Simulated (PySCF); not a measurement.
Sb(Me)2 (C2H6Sb), SMILES [CH3][Sb+][CH3] (connectivity only; charge and spin as stated), charge +1, multiplicity 1.

Coordinates come from a B3LYP-D3(BJ)/def2-SVP optimisation. The spin state was assumed, not searched. The isomer is the one that the SMILES or the coordinates give; other isomers of the formula were not compared. The def2 effective core potentials stand for the cores of Sb; spin–orbit coupling is left out.

Computed with PySCF with CAM-B3LYP/def2-TZVPD.

The molecule is in vacuum.

total energy: -319.74316 hartree
point group: C2
highest occupied level: -14.44 eV
lowest empty level: -8.53 eV
orbital gap: 5.91 eV
dipole moment about the centre of nuclear charge: 0.206 e·Å
mean static polarisability: 57.6 bohr³ (8.54 Å³)
polarisability, principal values: 44.3, 59.0, 69.6 bohr³
